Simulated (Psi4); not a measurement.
F$_{3}$Sc, singlet, at a GFN2-xTB geometry (such geometries of metal compounds can be far from the true shape).

The Psi4 input:
```
memory 2 GB

molecule {
0 1
  Sc    0.00000000   -0.00000000    0.00000000
  F    -1.49196408   -0.92465244    0.06317319
  F    -0.00096259    1.62400390   -0.66898447
  F     1.49292667   -0.69935146    0.60581128
}

set basis pcseg-1

energy('tpss')
print_variables()
```

What total energy does TPSS/pcseg-1 in Psi4 give?

-1060.3924 Eh

Give the number of basis functions at the level TPSS/pcseg-1.

73
